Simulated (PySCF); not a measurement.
# 31P chemical shifts

- GIAO PBE0/pcSseg-1 shieldings
- geometry from GFN2-xTB
- run in PySCF 2.14.0 with density-fitted response routines
- isolated molecule, one computed conformer, equivalent nuclei averaged, non-relativistic

Shieldings were converted by a linear fit to measured shifts: 31P: δ = 270.09 − 0.828σ (rms 18.1 ppm, 64 shifts vs H3PO4, solution or neat liquid). A few per cent of atoms miss by over 2 rms, more outside the fitted compound classes.

Question: Give the 31P shifts of `C=Cc1cc(C)c([SiH3])[pH]1`, `CN[Si@@H](P)[SiH2]N(C)C`, `COC(=O)P1CCOCC1`, `CN(C)[C@@H]([SiH3])[Si@@H](N)P`.

Answer: 
```json
{"compound": "C=Cc1cc(C)c([SiH3])[pH]1", "environment": "ring phosphorus", "δ (ppm)": "-36.8"}
{"compound": "CN[Si@@H](P)[SiH2]N(C)C", "environment": "phosphorus bonded to Si, 2 H", "δ (ppm)": "-241.2"}
{"compound": "COC(=O)P1CCOCC1", "environment": "phosphorus bonded to 3 C, in a 6-membered ring", "δ (ppm)": "-29.5"}
{"compound": "CN(C)[C@@H]([SiH3])[Si@@H](N)P", "environment": "phosphorus bonded to Si, 2 H", "δ (ppm)": "-242.4"}
```

Question: Match the shifts 192.8, 102.2, -41.7, -141.6, -238.7 ppm to `Cc1ccccc1P[SiH3]`, `CN(C)C(=P)N(C)C`, `CN(C)[SiH2]N(C)[SiH2]P`, `CCc1ccc([SiH3])cp1`, `c1nn(C2CC2)cp1`.

Answer: 192.8: CCc1ccc([SiH3])cp1 (phosphorus bonded to 2 C, in a 6-membered ring); 102.2: c1nn(C2CC2)cp1 (phosphorus bonded to 2 C, in a 5-membered ring); -41.7: CN(C)C(=P)N(C)C (phosphorus bonded to C, H); -141.6: Cc1ccccc1P[SiH3] (phosphorus bonded to C, Si, H); -238.7: CN(C)[SiH2]N(C)[SiH2]P (phosphorus bonded to Si, 2 H).
